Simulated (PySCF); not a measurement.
# Working out the ionisation energy of C⁺

C⁺ [He] 2s2 2p1 (2P) → C²⁺ [He] 2s2 (1S). Calculation: PySCF 2.14, in def2-QZVPPD; the non-relativistic Hamiltonian (point nucleus). Frozen: 1s2. Energies in hartree (1 hartree = 27.21139 eV):

```json
{"part": "UHF", "C⁺ (lower)": "-37.296724", "C²⁺ (upper)": "-36.408373"}
{"part": "CCSD correlation", "C⁺ (lower)": "-0.076822", "C²⁺ (upper)": "-0.074164"}
{"part": "(T)", "C⁺ (lower)": "-0.001266", "C²⁺ (upper)": "0.000000"}
```

Q: What does Hartree-Fock give?

A: (-36.408373) − (-37.296724) = 0.888351 hartree = 24.173 eV.

Q: What do CCSD and CCSD(T) give?

A: The CCSD correlation energies differ by 0.002658 hartree = 0.072 eV and the triples by 0.001266 hartree = 0.034 eV, so CCSD gives 24.245 eV and CCSD(T) 24.279 eV.

Measured between the centres of the two terms (NIST): 24.378 eV, so CCSD(T) (valence) is off by -0.099 eV.

The coupled-cluster amplitudes are large, so a single reference is strained.

What remains against the reference includes basis incompleteness, the frozen core and higher excitations.
